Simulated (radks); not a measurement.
Results of a calculation; reference values are marked as such.
Task: All-electron atom: Er26+ in [Kr] 4d6. Code: a radial shooting solver on a logarithmic mesh with Libxc functionals. Model: scalar-relativistic Kohn-Sham, PBE, spin-unpolarised, spherical densities, point nucleus. Some entries of the table are withheld. Estimate them.

| orbital | occ. | eigenvalue (Ry) | <1/r> (bohr^-1) | <r^2> (bohr^2) |
|---|---|---|---|---|
| 1s | 2 | -4280.819 | 77.58 | 0.0005678 |
| 2s | 2 | -772.4485 | (1) | 0.008833 |
| 2p | 6 | -690.5091 | 16.67 | 0.007188 |
| 3s | 2 | -222.0088 | 6.693 | (2) |
| 3p | 6 | -197.0716 | 6.256 | 0.05766 |
| 3d | 10 | -166.1264 | 5.928 | (3) |
| 4s | 2 | -88.75013 | 3.046 | 0.2530 |
| 4p | 6 | (4) | (5) | 0.2729 |
| 4d | 6 | (6) | 2.642 | 0.2861 |

Result: 
(1) 2s <1/r> (bohr^-1): 18.06
(2) 3s <r^2> (bohr^2): 0.05744
(3) 3d <r^2> (bohr^2): 0.04788
(4) 4p eigenvalue (Ry): -79.85988
(5) 4p <1/r> (bohr^-1): 2.849
(6) 4d eigenvalue (Ry): -68.20680
